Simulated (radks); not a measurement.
Problem. Isoelectronic series with 20 electrons, each ion in its NIST ground configuration. Calculated with a radial shooting solver on a logarithmic mesh with Libxc functionals: scalar-relativistic Kohn-Sham, PBEsol, spin-unpolarised, spherical densities, finite nucleus; Fermi nuclear charge, rms radius of each element as measured or else 0.836 A^(1/3) + 0.57 fm. Total energies (hartree) and orbital eigenvalues (eV):

ion,configuration,E (hartree),3p,3s
Ca,[Ar] 4s2,-679.46720,-27.9495,-46.9578
Ti2+,[Ar] 3d2,-851.83188,-54.6394,-78.3261
V3+,[Ar] 3d2,-946.11598,-77.1636,-103.5570
Cr4+,[Ar] 3d2,-1045.70499,-103.3295,-132.5259
Mn5+,[Ar] 3d2,-1150.59992,-132.8852,-164.9630
Fe6+,[Ar] 3d2,-1260.80807,-165.7191,-200.7495
Co7+,[Ar] 3d2,-1376.34009,-201.7713,-239.8244
Ni8+,[Ar] 3d2,-1497.20926,-241.0067,-282.1536
Cu9+,[Ar] 3d2,-1623.42988,-283.4031,-327.7183
Zn10+,[Ar] 3d2,-1755.01887,-328.9465,-376.5086
Ga11+,[Ar] 3d2,-1891.99356,-377.6281,-428.5206
Ge12+,[Ar] 3d2,-2034.37282,-429.4424,-483.7551
As13+,[Ar] 3d2,-2182.17704,-484.3870,-542.2159
Se14+,[Ar] 3d2,-2335.42681,-542.4611,-603.9091
Br15+,[Ar] 3d2,-2494.14455,-603.6656,-668.8432
Kr16+,[Ar] 3d2,-2658.35322,-668.0027,-737.0283
Rb17+,[Ar] 3d2,-2828.07714,-735.4755,-808.4761
Sr18+,[Ar] 3d2,-3003.34134,-806.0880,-883.1993

Estimate the row of Sc+ ([Ar] 3d1 4s1).

Solution. E (hartree) -762.89036; 3p -40.5544; 3s -61.8857.
